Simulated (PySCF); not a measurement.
Work out the structure from these simulated measurements.

Formula: C4H12ClFSi3.

* Dipole: 0.64 D [PBE0/pcSseg-1]
* Rotational structure: rotational constants A, B, C: 1.320, 0.330, 0.286 GHz [GFN2-xTB]
* NMR, other nuclei: isotropic shieldings of nuclei other than C and H, by class: 253 (1 F), 359 (1 Si), 415 (1 Si), 440 (1 Si), 998 (1 Cl) ppm [GIAO PBE0/pcSseg-1]
* 13C NMR: chemical shifts (computed TMS as zero) by class: 188.2 (1 C), 119.4 (1 C), 17.2 (1 C), 3.5 (1 C) ppm [GIAO PBE0/pcSseg-1]
* 1H NMR: chemical shifts (computed TMS as zero) by class: 6.05 (1 H), 5.19 (1 H), 4.23 (3 H), 3.92 (3 H), 1.10 (1 H), 1.02 (1 H), 0.90 (1 H), 0.63 (1 H) ppm [GIAO PBE0/pcSseg-1]

Electronic properties: PySCF, gas phase, density fitting. Levels stand in brackets. One conformer (not necessarily the lowest) at the GFN2-xTB geometry, without solvent, vibrations or thermal averaging. GFN2-xTB frequencies show an imaginary mode (26i cm⁻¹), so this geometry is no minimum at that level. NMR values are class means; diastereotopic atoms form classes of their own.

**Question.** Give a SMILES that accounts for the data.

**Answer.** Numbering: `[F:1]/[C:2](=[CH:3]\[SiH3:4])[Si@H:5]([Cl:6])[CH2:7][CH2:8][SiH3:9]`. Its formula, C4H12ClFSi3, gives 1 degree of unsaturation: 0 rings and 1 π bond in the structure found. 4 carbons fall into 4 classes; from least to most shielded: vinylic C–F carbon [C2] (188.2 ppm), alkene CH carbon [C3] (119.4 ppm), sp3 carbon bound to silicon [C7] (17.2 ppm), sp3 carbon bound to silicon [C8] (3.5 ppm). Hydrogen classes from least to most shielded: 1 H on an alkene CH carbon, C3 (6.05 ppm), 1 H on a chlorine-bound silicon, Si5 (5.19 ppm), 3 H on an SiH3 silicon, Si4 (4.23 ppm, a mean of values up to 0.5 ppm apart in this geometry), 3 H on an SiH3 silicon, Si9 (3.92 ppm), 1 H on an sp3 carbon bound to silicon, C7 (1.10 ppm), 1 H on an sp3 carbon bound to silicon, C8 (1.02 ppm), 1 H on an sp3 carbon bound to silicon, C7 (0.90 ppm), 1 H on an sp3 carbon bound to silicon, C8 (0.63 ppm). The other shieldings belong to: 253 ppm, vinyl fluorine [F1]; 359 ppm, chlorine-bound silicon [Si5]; 415 ppm, SiH3 silicon [Si9]; 440 ppm, SiH3 silicon [Si4]; 998 ppm, silicon-bound chlorine [Cl6]. The optimised geometry has point group C1 and is an asymmetric top. Structure: `[Si@H](Cl)(/C(F)=C/[SiH3])CC[SiH3]`. The assignments are read from this structure; whether some other isomer fits the data as well wasn't checked. The mirror image fits equally.

Conformer computed: `[F:1]/[C:2](=[CH:3]\[SiH3:4])[Si@H:5]([Cl:6])[CH2:7][CH2:8][SiH3:9]`: F1–C2–Si5–Cl6 -179°, C2–Si5–C7–C8 178°, Si5–C7–C8–Si9 -179°.
